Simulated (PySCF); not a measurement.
**TlH relaxed at several levels**

Computed with PySCF 2.14.0, def2-SVP on the ligands, density fitting, scalar-relativistic core potentials, no spin-orbit coupling, vacuum. Each row is relaxed at its own level from the same template. Distances are means of the shortest metal–ligand contacts, charges and spins Mulliken's; removal energies are rigid, with the ligand's formal charge and no counterpoise, so too large; for an anion taken off a cation in vacuum most of it is the attraction of opposite charges, and multiply charged cations can part far more cheaply with an electron moved from ligand to metal.

```tsv
level	basis on the metal	point group	M–H (Å)	charge on M (e)	dipole (D)	HOMO–LUMO gap (eV)	removal of one H (eV)	strongest infrared band, degenerate modes summed (cm⁻¹)	unstable modes (below −25 cm⁻¹)
PBE	def2-SVP with ECP60	C∞v	1.943	0.19	1.32	2.40	8.52	1315	0
```

Task: What does the calculation give for r2SCAN, def2-SVP with ECP60?

Result: point group: C∞v, M–H (Å): 1.921, charge on M (e): 0.23, dipole (D): 1.26, HOMO–LUMO gap (eV): 2.93, removal of one H (eV): 8.47, unstable modes (below −25 cm⁻¹): not given.
```xyz
2

Tl    0.0000    0.0000    0.1882
H     0.0000    0.0000    2.1091
```

One start shape was tried for each, so a minimum needn't be the lowest isomer.
